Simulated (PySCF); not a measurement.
Worked example: oscillator strength and radiative lifetime

SiHF₂Br, SMILES F[SiH](F)Br.

Coordinates come from a ωB97X-D3(BJ)/def2-SVP optimisation.

TDA-B3LYP/def2-SVPD run with PySCF puts the first singlet state with f over 0.02 at 7.51 eV (vertical), with the transition dipole (0.098, 0.477, 0.000) in atomic units.

Problem. Find the oscillator strength, the wavelength and the radiative lifetime that this transition would have in vacuum if emission retraced absorption.

Solution. 
|μ|² = 0.2371 au, so |μ| = 1.24 D. ΔE = 7.51/27.211 = 0.2760 hartree. f = (2/3) ΔE |μ|² = 0.044 (the program prints 0.044).
λ = 1239.84/7.51 = 165 nm; ν = 60572 cm⁻¹.
Einstein's coefficient A = 0.6670 ν² f s⁻¹ (ν in cm⁻¹) = 1.1e8 s⁻¹, so τ = 1/A = 9.4 ns. This state is S1. The figure is the radiative limit of this one transition; relaxation, internal conversion, crossing to triplets and a medium change what is measured.
